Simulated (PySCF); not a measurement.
A side-by-side comparison of computed properties.

First species: C2H14SSi4.
Numbering: `[SiH3:1][CH2:2][CH2:3][S:4][SiH2:5][SiH2:6][SiH3:7]` (hydrogens: H8, H9, H10 on Si1; H11, H12 on C2; H13, H14 on C3; H15, H16 on Si5; H17, H18 on Si6; H19, H20, H21 on Si7)

Second species: C₇H₁₀SSi.
InChI=1S/C7H10SSi/c1-4-6-7(3,5-2)8-9/h1-2H,6H2,3,9H3/t7-/m1/s1

Levels: PBE0/pcSseg-1 for dipole moment, HOMO energy, LUMO energy and HOMO–LUMO gap; GFN2-xTB for rotational constant A and rotational constant C. Geometries: GFN2-xTB. All species are isolated and taken at one optimised geometry, non-relativistic unless stated. Electronic properties by PySCF.

The conformers computed, where there is a choice (atom-mapped SMILES and torsion angles):
- `[SiH3:1][CH2:2][CH2:3][S:4][SiH2:5][SiH2:6][SiH3:7]`: Si1–C2–C3–S4 -178°, C2–C3–S4–Si5 -175°, C3–S4–Si5–Si6 -175°, S4–Si5–Si6–Si7 58°
- `[CH:1]#[C:2][CH2:3][C@@:4]([CH3:5])([C:6]#[CH:7])[S:8][SiH3:9]`: C2–C3–C4–C5 -62°, C3–C4–S8–Si9 180°

**Question.** Which of the two has the higher dipole moment, and by how much?

**Answer.** The second: 1.45 D against 0.86 D, a difference of 0.59 D.

**Question.** Which has the higher rotational constant C?

**Answer.** The second: 0.646 GHz against 0.274 GHz, a difference of 0.372 GHz.

**Question.** Which has the higher HOMO–LUMO gap?

**Answer.** The second: 6.71 eV against 6.13 eV, a difference of 0.58 eV.

**Question.** Which of the two has the higher rotational constant A, and by how much?

**Answer.** The first: 2.665 GHz against 2.251 GHz, a difference of 0.414 GHz.

**Question.** Which has the higher HOMO energy?

**Answer.** The first: -6.77 eV against -6.99 eV, a difference of 0.22 eV.

**Question.** Which has the higher LUMO energy?

**Answer.** The second: -0.28 eV against -0.64 eV, a difference of 0.36 eV.

On the first: A dipole of 0.86 D is allowed in C1, and pure rotational transitions are dipole-allowed. In atomic units the dipole is 0.34 e·bohr (1 au = 2.5417 D).

On the second: In atomic units the dipole is 0.57 e·bohr (1 au = 2.5417 D). A dipole of 1.45 D is allowed in C1, and pure rotational transitions are dipole-allowed.
